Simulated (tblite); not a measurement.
Species: C₃H₁₃NSi₂.
Bonds: C1–Si2, Si2–C3, Si2–N4, Si2–C5, C5–Si6. Hydrogens: H7, H8, H9 on C1; H10, H11, H12 on C3; H13, H14 on N4; H15, H16 on C5; H17, H18, H19 on Si6.

Computed with GFN2-xTB (tblite), gas phase: L-BFGS steps from a force-field or distance-geometry start until the largest atomic force falls under 0.01 eV/Å.

Step 12: E = -528.5135 eV
```
atom  x, y, z in Å  |  force x, y, z in eV/Å
C1     -1.4206    0.3261   -1.1137    0.049  -0.037   0.043
Si2    -0.5154    0.2624    0.5711    0.072   0.133  -0.022
C3     -0.7168   -1.4507    1.3728   -0.025   0.037  -0.034
N4     -1.2167    1.4510    1.6283   -0.001   0.033   0.118
C5      1.3350    0.6993    0.3635    0.036  -0.108  -0.103
Si6     2.2410   -0.5096   -0.7852   -0.069   0.012  -0.021
H7     -2.4892    0.2050   -0.9558   -0.007   0.024  -0.084
H8     -1.1028   -0.4396   -1.8114    0.031  -0.033   0.011
H9     -1.2599    1.2901   -1.5905   -0.049  -0.037  -0.011
H10    -0.1426   -1.5478    2.2866    0.041   0.068   0.020
H11    -0.3874   -2.2285    0.6947    0.054  -0.034  -0.052
H12    -1.7501   -1.6605    1.6171   -0.125   0.024   0.032
H13    -2.1621    1.3051    1.9436   -0.006  -0.075   0.054
H14    -1.1157    2.4232    1.3834    0.091   0.001   0.001
H15     1.4407    1.7059   -0.0448   -0.058  -0.048   0.091
H16     1.8358    0.6990    1.3332   -0.128   0.049  -0.055
H17     1.6060   -0.5021   -2.1054    0.028   0.011  -0.046
H18     2.1583   -1.8659   -0.2451    0.039  -0.063   0.031
H19     3.6526   -0.1532   -0.9493    0.028   0.045   0.029
```

Step 13: E = -528.5180 eV
```
atom  x, y, z in Å  |  force x, y, z in eV/Å
C1     -1.4230    0.3248   -1.1179    0.046  -0.035   0.041
Si2    -0.5205    0.2654    0.5699    0.047   0.131  -0.014
C3     -0.7200   -1.4477    1.3740   -0.034   0.039  -0.039
N4     -1.2197    1.4529    1.6306    0.021   0.011   0.109
C5      1.3332    0.6951    0.3589   -0.041  -0.045  -0.042
Si6     2.2417   -0.5100   -0.7864   -0.050   0.002  -0.011
H7     -2.4939    0.2017   -0.9660    0.055   0.030  -0.091
H8     -1.0965   -0.4448   -1.8095    0.003   0.005   0.027
H9     -1.2597    1.2884   -1.5975   -0.063  -0.081   0.003
H10    -0.1434   -1.5409    2.2877    0.024   0.054  -0.010
H11    -0.3876   -2.2222    0.6921    0.041  -0.027  -0.013
H12    -1.7535   -1.6616    1.6198   -0.077   0.032   0.017
H13    -2.1606    1.3058    1.9603    0.030  -0.049   0.023
H14    -1.1093    2.4275    1.3986    0.061  -0.027   0.005
H15     1.4360    1.7035   -0.0475   -0.039  -0.069   0.101
H16     1.8286    0.6935    1.3319   -0.116   0.058  -0.077
H17     1.6186   -0.5018   -2.1077   -0.022   0.007  -0.109
H18     2.1697   -1.8646   -0.2480    0.017  -0.111   0.051
H19     3.6504   -0.1557   -0.9502    0.098   0.074   0.030
```

Q: Estimate the geometry and energy of step 14. (The exact step hangs on the optimiser's Hessian estimate; all steps are aligned on step 13, rigid shifts and turns removed.)

A: E = -528.5224 eV, largest force 0.158 eV/Å
```
atom  x, y, z in Å  |  force x, y, z in eV/Å
C1     -1.4245    0.3229   -1.1211    0.031  -0.024   0.025
Si2    -0.5247    0.2706    0.5686   -0.011   0.071   0.011
C3     -0.7237   -1.4440    1.3743   -0.036   0.036  -0.035
N4     -1.2216    1.4549    1.6350    0.052  -0.015   0.088
C5      1.3305    0.6901    0.3535   -0.111   0.020   0.021
Si6     2.2416   -0.5107   -0.7879    0.005  -0.035  -0.019
H7     -2.4975    0.1990   -0.9774    0.095   0.025  -0.080
H8     -1.0901   -0.4499   -1.8067   -0.015   0.029   0.037
H9     -1.2608    1.2853   -1.6042   -0.061  -0.097   0.005
H10    -0.1439   -1.5329    2.2882   -0.009   0.041  -0.054
H11    -0.3871   -2.2163    0.6893    0.012   0.000   0.039
H12    -1.7581   -1.6616    1.6226   -0.001   0.043  -0.007
H13    -2.1585    1.3050    1.9765    0.062  -0.016  -0.005
H14    -1.1017    2.4309    1.4130    0.020  -0.044   0.017
H15     1.4306    1.7002   -0.0482   -0.015  -0.057   0.080
H16     1.8191    0.6892    1.3294   -0.083   0.052  -0.068
H17     1.6303   -0.5014   -2.1120   -0.057   0.001  -0.144
H18     2.1810   -1.8655   -0.2498   -0.003  -0.121   0.054
H19     3.6494   -0.1566   -0.9502    0.123   0.092   0.035
```

The energy changes by -0.0045 eV. The first-order estimate −F·Δx gives -0.0061 eV and the mean of the old and new forces, exact on a quadratic surface, -0.0045 eV. The step makes an angle of 69° with the force vector and moves no atom by more than 0.017 Å.

What follows is the cost of the whole relaxation. The run took 0.44 s of wall time on an Arm Neoverse V1 with one thread, shared host with 32 logical CPUs at a one-minute load of 29.
